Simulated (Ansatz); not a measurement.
CH3AlFI (`F[CH2][AlH][I]`), 7 atoms. Charge 0, multiplicity 1. Correlated methods include outer-core shells of I, which these sets cover unevenly. I takes the def2 core potential. All runs use 2 threads of an Arm Neoverse V2 on a shared host. Correlated methods freeze the cores.

(1) Give the basis size and wall time and peak host memory of each of these runs in Ansatz. RKS PBE-D4/def2-TZVPP energy and forces; RHF-MP2/def2-QZVPP energy; RKS PBE0-D4/def2-TZVP relaxation (5 steps); RKS ωB97M-V/def2-SVP energy; RKS PBE0-D4/def2-TZVPP energy; RHF-CCSD(T)/def2-TZVPP energy; RKS ωB97M-V/def2-QZVPP energy; direct RPA on PBE orbitals/def2-TZVPP energy; RKS PBE0-D4/def2-TZVP frequencies; RKS PBE0-D4/def2-SVP energy; RHF-CCSD(T)/def2-SVP energy; RKS ωB97X-V/def2-TZVPP energy. (An estimate is asked.)

Answers

(1) The calculation gave: Other jobs shared the machine, so times are rough.

```csv
level,job,functions,wall time,peak host memory (GiB)
RKS PBE0-D4/def2-SVP,energy,87,1.5 s,0.38
RKS PBE-D4/def2-TZVPP,energy and forces,196,2.6 s,0.22
RKS PBE0-D4/def2-TZVPP,energy,196,3.2 s,0.42
RHF-CCSD(T)/def2-SVP,energy,87,4.4 s,0.38
direct RPA on PBE orbitals/def2-TZVPP,energy,196,6 s,0.42
RKS ωB97M-V/def2-SVP,energy,87,7.5 s,0.38
RKS ωB97X-V/def2-TZVPP,energy,196,8 s,0.52
RHF-MP2/def2-QZVPP,energy,356,15 s,1.4
RKS ωB97M-V/def2-QZVPP,energy,356,19 s,1.1
RKS PBE0-D4/def2-TZVP,relaxation (5 steps),167,22 s,0.39
RKS PBE0-D4/def2-TZVP,frequencies,167,110 s,0.39
RHF-CCSD(T)/def2-TZVPP,energy,196,110 s,2.5
```
